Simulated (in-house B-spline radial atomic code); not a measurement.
Configurations of neutral chromium, with energies counted from [Ar] 3d5 4s1. All numbers are computed (scalar-relativistic (X2C) CAM-B3LYP, spin-polarised, spherical fractional occupations, exact exchange averaged over the configuration; Fermi nucleus of rms radius 3.6452 fm) with a radial B-spline atomic code at the basis-set limit, not measured. Shells without spins written out take the highest spin.

Occupations are held fixed; configurations that lie above the ionisation limit could autoionise.

```tsv
configuration	E - E(ref) (eV)	highest orbital	its <r> (bohr)
[Ar] 3d5 4p1	3.1424	4p up	4.796
[Ar] 3d6	4.2975	3d down	3.243
[Ar] 3d5 5s1	4.6356	5s up	9.258
[Ar] 3d5 4d1	5.3973	4d up	10.56
[Ar] 3d5 5f1	6.3377	5f up	29.89
[Ar] 3d4 4s1 5p1	6.7033	5p up	11.18
```

Order these further configurations by energy, lowest first.
A. [Ar] 3d5 5p1
B. [Ar] 3d4 4s1 5s1
C. [Ne] 3s2 3p5 3d5 4s1 5f1
D. [Ne] 3s2 3p5 3d5 4s1 5s1
E. [Ne] 3s2 3p5 3d5 4s1 4d1

A (5.2772 eV), B (6.0044 eV), D (44.477 eV), E (45.349 eV), C (46.368 eV).

How far above the reference does [Ar] 3d5 5d1 lie?

6.0217 eV; its least bound orbital is 5d up with <r> = 20.32 bohr.
